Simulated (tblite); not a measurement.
C₇H₆NS (doublet state).
Cartesian coordinates in Å at the GFN2-xTB level; atoms count from 1:
```xyz
15
C7H6NS angstrom
S      1.7795   -0.2012    2.6236
C      2.3620   -0.2708    1.1652
C      1.8553   -0.2120   -0.2055
C      0.3607   -0.0397   -0.2533
C     -0.2166    1.2250   -0.2335
C     -1.5983    1.3226   -0.2054
N     -2.4033    0.2747   -0.1924
C     -1.8546   -0.9273   -0.2073
C     -0.4864   -1.1422   -0.2332
H      2.3627    0.6172   -0.7101
H      2.1592   -1.1356   -0.7097
H      0.3970    2.1134   -0.2383
H     -2.0866    2.2881   -0.1907
H     -2.5472   -1.7587   -0.1956
H     -0.0877   -2.1455   -0.2359
```

Structure optimised with GFN2-xTB, isolated species. This method treats the open shell by occupation alone, without spin polarisation.

Take the most abundant isotopes and a rigid rotor. The values belong to one conformer with, in the numbering `[S:1]=[C:2][CH2:3][c:4]1[cH:5][cH:6][n:7][cH:8][cH:9]1`, S1–C2–C3–C4 0°, C2–C3–C4–C5 88°.

(1) Give the principal moments of inertia and the rotational constants in MHz.

(2) Classify the top.

(3) What does the inertial defect say?

## Answers

(1) Ia = 176.66, Ib = 576.28, Ic = 584.92 u·Å²; 505379 MHz·u·Å²/I gives A = 2861, B = 877.0, C = 864.0 MHz.

(2) A near-prolate asymmetric top. Ray's parameter κ = (2B − A − C)/(A − C) = -0.987; −1 is the prolate and +1 the oblate limit.

(3) Not planar: Δ = Ic − Ia − Ib = -168.02 u·Å². For a rigid frame Δ = −2 Σ m c², so Σ m c² = 84.01 u·Å² lies off the ab plane: 19.19 from hydrogen and 64.82 from heavier atoms. The atom farthest from that plane is 2.15 Å away.

For this open shell read J as N, the rotation without spin; fine and hyperfine splittings come on top. Its lowest GFN2-xTB frequency is 7 cm⁻¹, too small to tell a flat minimum from a shallow saddle. These are rigid-rotor constants of the computed structure; measured ground-state constants (B0) also hold zero-point vibration.
